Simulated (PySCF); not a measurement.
**Working with the constants of LiPb**

UHF-CCSD(T) constants of LiPb, ⁴Σ⁻ (quartet), unpaired electrons σ ↑, π ↑↑ (Li aug-cc-pVDZ, Pb aug-cc-pVDZ-PP with ECP60; scalar-relativistic core potentials (PySCF 2.14); masses 7.0160 and 207.9766 u):

| Property | Result |
| --- | --- |
| ωe | 337.1 cm⁻¹ |
| ωexe | 2.05 cm⁻¹ |
| Be | 0.35203 cm⁻¹ |
| αe | 0.00318 cm⁻¹ |
| D (centrifugal) | 1.54e-06 cm⁻¹ |
| De to Li + Pb | 1.37 eV |

Give the vibrational terms G(v) and spacings up to v = 6.

G(v) = ωe(v+½) − ωexe(v+½)².

```tsv
v	G(v) (cm⁻¹)	G(v) − G(v−1)	Bv (cm⁻¹)
0	168.0		0.3504
1	501.0	333.0	0.3473
2	829.9	328.9	0.3441
3	1154.7	324.8	0.3409
4	1475.4	320.7	0.3377
5	1792.0	316.6	0.3345
6	2104.5	312.5	0.3314
```

How well does the Morse estimate ωe²/(4ωexe) reproduce De, and what is D0?

It gives 1.72 eV, 125 % of the computed De. D0 = De − G(0) = 1.37 − 0.02 = 1.35 eV.

Correlated steps freeze 4 core orbitals. Correlated levels converge slowly with the basis: in double zeta they bind strong bonds too weakly, by up to about 1 eV, and carry superposition errors of some tenths. These are scalar-relativistic numbers at best; spin–orbit coupling would shift them, the dissociation energy most. The state was picked by a PBE0 search and need not be the measured ground state.
